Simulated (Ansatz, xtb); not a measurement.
**Two structures of FH2InMg**

Structure I: a singlet given by its coordinates. Structure II: `[F][Mg][InH2]`, a singlet. Both are isolated molecules in the gas phase, relaxed with B3LYP-D4/def2-TZVP.

I (Å):

```yaml
atoms:
  - { symbol: F, position_ang: [0.0211, 0.7591, -2.0433] }
  - { symbol: In, position_ang: [-0.4689, -1.5533, -1.5902] }
  - { symbol: Mg, position_ang: [1.2921, 0.5670, -0.7193] }
  - { symbol: H, position_ang: [-1.7929, -1.9656, -2.7221] }
  - { symbol: H, position_ang: [2.5283, 1.2111, 0.2330] }
```

Close contacts (Å): F1–In2 2.41, F1–Mg3 1.85, In2–Mg3 2.89, In2–H4 1.79, Mg3–H5 1.69.

II (Å):

```xyz
5

F    -1.2594    2.1222   -3.3917
In    0.8011   -0.9245   -0.7485
Mg   -0.4574    0.9347   -2.3624
H     0.8132   -2.6391   -1.0882
H     1.6623   -0.5027    0.7129
```

Question: Estimate E(II) − E(I) at the level CCSD(T)/def2-TZVPP.

Answer: Calculated at CCSD(T)/def2-TZVPP: E(II) − E(I) = −1.24 kcal/mol, so structure II lies lower.

How the difference moves with the method:

```csv
level,geometry,E(II) − E(I) (kcal/mol),departure from the last row (kcal/mol),"job, with rough time for the two"
B3LYP-D4/def2-TZVP,B3LYP-D4/def2-TZVP,+1.83,+3.07,"optimisation, 34 s"
HF/def2-TZVPP,B3LYP-D4/def2-TZVP,−3.02,−1.78,part of the CCSD(T) run
MP2/def2-TZVPP,B3LYP-D4/def2-TZVP,−1.45,−0.21,part of the CCSD(T) run
CCSD(T)/def2-TZVPP,B3LYP-D4/def2-TZVP,−1.24,,"single point, 74 s"
```

B3LYP-D4/def2-TZVP puts the two in the other order. The largest departure from CCSD(T)/def2-TZVPP is that of B3LYP-D4/def2-TZVP, 3.07 kcal/mol. Levels run at GFN2-xTB geometries aren't shown.

With harmonic frequencies from B3LYP-D4/def2-TZVP (ideal gas, rigid rotor, one conformer each, 298.15 K, 1 atm): on the last row, ΔE + ΔZPE = −0.64, ΔH = −0.58, ΔG = −0.43 kcal/mol. In free energy the two are nearly level.

The correlated steps freeze 6 core orbitals; the filled d shell of In is correlated; the last core shell of Mg is correlated, in a basis made for valence electrons. Atoms past krypton carry core potentials in the def2 sets and no spin–orbit term is included. Run with Ansatz 0.2.0; the last row on 2 threads of Arm Neoverse V1 on a shared host.
